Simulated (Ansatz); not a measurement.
A series at B: from `CB(C)C`, ligands are replaced one by one, each step taking up H₂ and setting free CH₄; n counts the steps. Ansatz, PBE0-D4/def2-TZVP geometries.

| n | molecule | HOMO energy, ωB97M-V/def2-TZVPP (eV) |
| --- | --- | --- |
| 0 | `CB(C)C` | ? |
| 1 | `CBC` | -10.97 |
| 2 | `BC` | -11.33 |
| 3 | BH₃ | -12.31 |

Problem. By hand: fit a straight line y = ȳ + b (n − n̄) to the 3 given rows and predict n = 0.

Solution. n̄ = 2.000, ȳ = -11.537; Σ(n − n̄)(y − ȳ) = -1.340, Σ(n − n̄)² = 2.000, so b = -0.670 eV a step. Prediction: -11.537 + (-0.670) × (-2.000) = -10.20 eV.

Problem. By hand: compare with the computed value, -10.82 eV, and give the steps along the whole series.

Solution. The line misses by -0.62 eV (computed minus predicted). Steps: -0.15, -0.36, -0.98 eV.

One step carries most of the change, so a line is a poor guide. The highest orbital can change its character along such a series. The miss is 41.6 % of the series' range.
